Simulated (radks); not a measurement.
The numbers below are computed, except where a source is named.
Tc+, 42 electrons, occupied as [Kr] 4d5 5s1.

Code: a radial shooting solver on a logarithmic mesh with Libxc functionals. Model: scalar-relativistic Kohn-Sham, LDA (Slater exchange, Perdew-Wang correlation), spin-polarised, spherical densities, point nucleus; open shells are filled with parallel spins first (spin-orbit coupling, left out, can overturn this in heavy ions); hard spherical wall at 4 bohr.

Energy parts (hartree):
| part | energy |
|---|---|
| total | -4280.86979 |
| kinetic | 4420.74871 |
| electron-nucleus | -10317.78943 |
| Hartree | 1740.23269 |
| exchange-correlation | -124.06176 |

Orbitals (lengths in bohr, moments of r in powers of bohr):
[
 {"orbital": "1s up", "occ.": "1", "eigenvalue (hartree)": "-765.9743", "<1/r>": "44.66"},
 {"orbital": "1s down", "occ.": "1", "eigenvalue (hartree)": "-765.9723", "<1/r>": "44.66"},
 {"orbital": "2s up", "occ.": "1", "eigenvalue (hartree)": "-109.4075", "<1/r>": "10.07"},
 {"orbital": "2s down", "occ.": "1", "eigenvalue (hartree)": "-109.3830", "<1/r>": "10.07"},
 {"orbital": "2p up", "occ.": "3", "eigenvalue (hartree)": "-97.99940", "<1/r>": "9.789"},
 {"orbital": "2p down", "occ.": "3", "eigenvalue (hartree)": "-97.98002", "<1/r>": "9.789"},
 {"orbital": "3s up", "occ.": "1", "eigenvalue (hartree)": "-19.13235", "<1/r>": "3.474"},
 {"orbital": "3s down", "occ.": "1", "eigenvalue (hartree)": "-19.11375", "<1/r>": "3.474"},
 {"orbital": "3p up", "occ.": "3", "eigenvalue (hartree)": "-15.38937", "<1/r>": "3.308"},
 {"orbital": "3p down", "occ.": "3", "eigenvalue (hartree)": "-15.36920", "<1/r>": "3.309"},
 {"orbital": "3d up", "occ.": "5", "eigenvalue (hartree)": "-9.31305", "<1/r>": "3.080"},
 {"orbital": "3d down", "occ.": "5", "eigenvalue (hartree)": "-9.28668", "<1/r>": "3.081"},
 {"orbital": "4s up", "occ.": "1", "eigenvalue (hartree)": "-2.87948", "<1/r>": "1.289"},
 {"orbital": "4s down", "occ.": "1", "eigenvalue (hartree)": "-2.76099", "<1/r>": "1.298"},
 {"orbital": "4p up", "occ.": "3", "eigenvalue (hartree)": "-1.85958", "<1/r>": "1.143"},
 {"orbital": "4p down", "occ.": "3", "eigenvalue (hartree)": "-1.73296", "<1/r>": "1.152"},
 {"orbital": "4d up", "occ.": "5", "eigenvalue (hartree)": "-0.44304", "<1/r>": "0.8245"},
 {"orbital": "4d down", "occ.": "0", "eigenvalue (hartree)": "-0.30620", "<1/r>": "0.8271"},
 {"orbital": "5s up", "occ.": "1", "eigenvalue (hartree)": "-0.22539", "<1/r>": "0.5569"},
 {"orbital": "5s down", "occ.": "0", "eigenvalue (hartree)": "-0.10472", "<1/r>": "0.5490"},
 {"orbital": "5p up", "occ.": "0", "eigenvalue (hartree)": "0.08361", "<1/r>": "0.5481"},
 {"orbital": "5p down", "occ.": "0", "eigenvalue (hartree)": "0.19653", "<1/r>": "0.5400"},
 {"orbital": "4f up", "occ.": "0", "eigenvalue (hartree)": "0.58960", "<1/r>": "0.4805"},
 {"orbital": "4f down", "occ.": "0", "eigenvalue (hartree)": "0.71382", "<1/r>": "0.4737"},
 {"orbital": "6s up", "occ.": "0", "eigenvalue (hartree)": "1.42218", "<1/r>": "0.6245"},
 {"orbital": "6s down", "occ.": "0", "eigenvalue (hartree)": "1.52235", "<1/r>": "0.6258"}
]

The highest occupied level is 5s up at -6.133 eV. The configuration is held as typed, so some empty levels lie below it. Summed over all electrons, <r^2> = 36.17 bohr^2, which gives a Langevin (diamagnetic) susceptibility term of -28.6 x 10^-6 cm^3/mol. Spin moment in Bohr magnetons: 6. The pressure on the wall is 59.1 GPa.
